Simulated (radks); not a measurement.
Results of a calculation; reference values are marked as such.
Ar3+, configuration [Ne] 3s2 3p3 (the NIST ground configuration).

Level of theory: non-relativistic Kohn-Sham, PBE, spin-polarised, spherical densities, point nucleus; open shells are filled with parallel spins first (a radial shooting solver on a logarithmic mesh with Libxc functionals).

Energy parts (eV):
part                      energy
total                 -14265.805
kinetic                14251.976
electron-nucleus      -33270.660
Hartree                 5553.478
exchange-correlation    -800.599

Orbitals (lengths in bohr, moments of r in powers of bohr; <r^-3> diverges for s and p1/2; r(max) is where P^2 peaks; r(90%) holds 90 % of the orbital's charge):
1s up: occ. 1; eigenvalue (eV) -3156.317; r(90%) 0.154; <r^2> 0.009984; r(max) 0.05654
1s down: occ. 1; eigenvalue (eV) -3155.566; r(90%) 0.154; <r^2> 0.009980; r(max) 0.05653
2s up: occ. 1; eigenvalue (eV) -342.7741; r(90%) 0.649; <r^2> 0.2050; r(max) 0.3402
2s down: occ. 1; eigenvalue (eV) -342.0812; r(90%) 0.648; <r^2> 0.2046; r(max) 0.3404
2p up: occ. 3; eigenvalue (eV) -278.1571; r(90%) 0.623; <r^2> 0.1760; r(max) 0.2810; <r^-3> 125.4
2p down: occ. 3; eigenvalue (eV) -277.1747; r(90%) 0.622; <r^2> 0.1757; r(max) 0.2815; <r^-3> 125.2
3s up: occ. 1; eigenvalue (eV) -67.0470; r(90%) 1.91; <r^2> 1.906; r(max) 1.137
3s down: occ. 1; eigenvalue (eV) -62.3226; r(90%) 1.94; <r^2> 1.943; r(max) 1.134
3p up: occ. 3; eigenvalue (eV) -51.6063; r(90%) 2.10; <r^2> 2.232; r(max) 1.198; <r^-3> 14.06
3p down: occ. 0; eigenvalue (eV) -47.0755; r(90%) 2.15; <r^2> 2.322; r(max) 1.199; <r^-3> 13.86

The highest occupied level is 3p up at -51.606 eV. The spin density at the nucleus is -0.3458 e/bohr^3 (1s -0.5298, 2s 0.1908, 3s -0.0068), a Fermi contact field of -18.1 T. The electron density at the nucleus is 3853 e/bohr^3. For comparison, the ionisation energy in NIST's Atomic Spectra Database is 59.6 eV (semi-empirical). In exact Kohn-Sham theory the highest level is minus the ionisation energy, but local and semilocal functionals leave it too shallow, through self-interaction and a potential that decays too fast; potentials with the right tail come closer. Spin moment in Bohr magnetons: 3. Summed over all electrons, <r^2> = 12.03 bohr^2, which gives a Langevin (diamagnetic) susceptibility term of -9.53 x 10^-6 cm^3/mol.
